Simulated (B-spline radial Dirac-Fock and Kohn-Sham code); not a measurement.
Level of theory: the Dirac equation of a negative muon with reduced mass in the field of a spherical finite nucleus, with the Uehling potential to all orders; nuclear polarisation, deformation, hyperfine structure, self-energy, higher-order vacuum polarisation, relativistic recoil and electron screening are left out; an atomic code on a B-spline grid. The nuclear charge is a Fermi distribution (skin thickness 2.3 fm).

Q: A muonic atom of atomic mass 126.92 u emits these computed lines: 2p3/2 → 1s1/2 3344 keV, 3d5/2 → 2p3/2 943.5 keV, 4f7/2 → 3d5/2 331.5 keV, 5g9/2 → 4f7/2 152.9 keV. Which element is it, and what rms charge radius was used?

A: Indium (Z = 49, nuclide ¹²⁷In); the high transitions hardly feel the nucleus and fix Z. The 2p → 1s line lies 1934 keV below the value for a point nucleus without QED, which for this nuclear model gives a radius near 4.67 fm (4.6733 fm was used).
